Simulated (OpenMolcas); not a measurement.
Computed levels of 5d in ions with 69 electrons, in cm-1 above ²D_3/2.

| Property | Result |
| --- | --- |
| Program | OpenMolcas 26.06 |
| Method | SS-CASPT2, IPEA 0.25 Eh, imaginary shift 0.1 Eh |
| Basis | ANO-R3 |
| Scalar Hamiltonian | X2C, finite nucleus |
| Spin-orbit coupling | RASSI with atomic mean-field integrals over the reference wave functions, term energies averaged over their components |

Active space for each ion: 1 electron in 5 orbitals (5d); closed shells correlated by CASPT2: 5s 5p.

| Level | Hf3+ | W5+ | Os7+ |
| --- | --- | --- | --- |
| ²D_5/2 | 5021 | 8738 | 13084 |

Question: Estimate ²D_5/2 for Re6+ from its neighbours W5+ and Os7+.

Answer: ²D_5/2 is fine structure, which grows about as the fourth power of a screened charge, so the fourth roots are averaged: ((8738^0.25 + 13084^0.25) / 2)^4 = 10747. The calculation gives 10744, so the estimate is off by 0 %.

With one active electron, CASPT2 adds the correlation within the correlated inactive shells and between them and that electron, and leaves the splitting within a term as the reference gives it. Only configurations of the active space appear.
